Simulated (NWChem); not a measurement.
Molecule: MoSOCl$_{2}$; SMILES [S]=[Mo](=[O])([Cl])[Cl]

Results from NWChem. Coordinates come from a PBE0/def2-SVP optimisation. def2 effective core potentials on Mo; no spin-orbit coupling.

For level PBE/def2-SVP:

```
Item                         Result
---------------------------  ------
highest occupied level (eV)   -7.11
orbital gap (eV)               2.59
```

Problem. How do the values read with level B3PW91/def2-SVP instead?

Solution. 
| Property | Value |
|---|---|
| highest occupied level (eV) | -8.25 |
| orbital gap (eV) | 4.06 |
